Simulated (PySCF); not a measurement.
Si(F)(H)(I)2, SMILES F[SiH](I)I (CAM-B3LYP/def2-SVP optimised geometry):

```
5

Si    -0.322    -1.140     0.000
F     -0.836    -1.853     1.350
I     -1.146    -2.422    -1.888
I     -1.151     1.140     0.000
H      1.151    -1.140     0.000
```

Method: CAM-B3LYP/def2-TZVP, def2 effective core potentials past Kr in PySCF.

Question: What are the frontier orbital energies and the dipole moment?

Answer: HOMO-2 -9.54 eV, HOMO-1 -9.39 eV, HOMO -9.12 eV, LUMO -0.52 eV, LUMO+1 0.72 eV; dipole moment 1.05 D.

On the same geometry PySCF with PBE/def2-TZVP, def2 effective core potentials past Kr gives HOMO-2 -7.12 eV, HOMO-1 -6.99 eV, HOMO -6.79 eV, LUMO -2.32 eV, LUMO+1 -1.20 eV; dipole moment 0.94 D.
